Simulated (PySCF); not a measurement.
(Z)-1-bromobut-1-en-3-yne (C4H3Br), SMILES C#C/C=C\Br.

Geometry: B3LYP-D3(BJ)/def2-SVP.

Computed with PySCF 2.14.0 with B3LYP-D3(BJ)/def2-SVP.

Frequencies are harmonic and unscaled.

```tsv
mode	ν (cm⁻¹)	IR (km/mol)	moving atoms (share of kinetic energy)
1	108	0.4	C 66 %, Br 24 %, H 11 %
2	267	4.9	C 76 %, H 23 %
3	310	2.7	C 79 %, Br 11 %, H 10 %
4	512	14.8	C 72 %, H 27 %
5	587	22.8	C 78 %, Br 13 %, H 9 %
6	680	31.5	H 77 %, C 23 %
7	700	23.9	H 75 %, C 24 %
8	712	25.0	C 87 %, H 10 %
9	732	34.3	H 67 %, C 33 %
10	936	0.1	H 77 %, C 23 %
11	981	15.7	C 75 %, H 25 %
12	1196	0.0	H 94 %
13	1327	34.0	H 69 %, C 31 %
14	1652	22.0	C 94 %
15	2214	1.3	C 91 %, H 9 %
16	3143	4.1	H 92 %
17	3225	4.9	H 91 %, C 9 %
18	3471	79.3	H 86 %, C 14 %
```
